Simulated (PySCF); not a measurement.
## [MnF4]2+: bond length as a parameter

The complex [MnF4]2+ (charge +2) contains Mn(VI), shell d1. The structure is a model geometry with rigid ligands and bond lengths from ionic radii, not a minimum; coordination tetrahedral, point group Td, metal–donor distances 1.55 Å.

The d shell alone is too small an active space for [MnF4]2+ (an active orbital has only 0.56 squared overlap with the free ion's shell): its levels, fitted parameters, g values and moments show what this model gives and aren't sound predictions.

```
5

Mn    0.0000    0.0000    0.0000
F     0.8978    0.8978    0.8978
F    -0.8978   -0.8978    0.8978
F    -0.8978    0.8978   -0.8978
F     0.8978   -0.8978   -0.8978
```

Method (PySCF 2.14, density fitting): CASSCF(1,5) with orbitals averaged over all microstates of the shell, strongly contracted NEVPT2 on the averaged canonical orbitals; basis x2c-TZVPall on the metal, x2c-SVPall elsewhere; spin-free X2C; gas phase; spin-orbit coupling by state interaction with the mean-field operator over all roots.

All metal–ligand distances are scaled together.

```json
{"bond length": "1.431 Å", "group": "Td", "ground": "2E", "next state (NEVPT2) / cm⁻¹": "2T2 23312", "orbital energies above the lowest (NEVPT2 fit) / cm⁻¹": "0 0 23311 23312 23312", "μeff(300 K) / μB": "1.72"}
{"bond length": "1.493 Å", "group": "Td", "ground": "2E", "next state (NEVPT2) / cm⁻¹": "2T2 20356", "orbital energies above the lowest (NEVPT2 fit) / cm⁻¹": "0 0 20355 20356 20356", "μeff(300 K) / μB": "1.72"}
{"bond length": "1.555 Å", "group": "Td", "ground": "2E", "next state (NEVPT2) / cm⁻¹": "2T2 18455", "orbital energies above the lowest (NEVPT2 fit) / cm⁻¹": "0 0 18455 18455 18455", "μeff(300 K) / μB": "1.72"}
{"bond length": "1.617 Å", "group": "Td", "ground": "2E", "next state (NEVPT2) / cm⁻¹": "2T2 17753", "orbital energies above the lowest (NEVPT2 fit) / cm⁻¹": "0 0 17753 17753 17753", "μeff(300 K) / μB": "1.72"}
{"bond length": "1.679 Å", "group": "Td", "ground": "2E", "next state (NEVPT2) / cm⁻¹": "2T2 17886", "orbital energies above the lowest (NEVPT2 fit) / cm⁻¹": "0 0 17886 17886 17887", "μeff(300 K) / μB": "1.72"}
```

Problem. With what power of the bond length does 10Dq, as fitted to the states, fall?

Solution. A log–log fit of these points gives 10Dq ∝ R^−1.7; a point-charge model has R^−5 (correlation -0.925).

At 1.431 Å, 1.493 Å, 1.555 Å, 1.617 Å, 1.679 Å the ground state is orbitally degenerate, so the regular structure would distort there (Jahn–Teller).

The geometry is a model, and the complex may not exist in this form. Charge-transfer states lie outside this active space and may come lower than some of these levels. NEVPT2 on the d shell alone tends to put d–d bands too high for such charged or covalently bound ions.
